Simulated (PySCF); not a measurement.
A structure optimised at B3LYP-D3(BJ)/def2-SVP, used in a PySCF frequency run:

```xyz
10

C     -0.3692    -3.6755     0.0000
C      0.3801    -2.5607     0.0000
C     -0.1678    -1.2122     0.0000
C      0.6021    -0.1132     0.0000
Br    -0.0915     1.6447     0.0000
H     -1.4625    -3.6261     0.0000
H      0.0853    -4.6687     0.0000
H      1.4731    -2.6464     0.0000
H     -1.2579    -1.1086     0.0000
H      1.6938    -0.1452     0.0000
```

Task: Write its SMILES, formula and point group.

Result: C=C/C=C/Br, C4H5Br, Cs

Task: What are its rotational constants (standard atomic weights)?

Result: 28.821, 0.98609, 0.95347 GHz
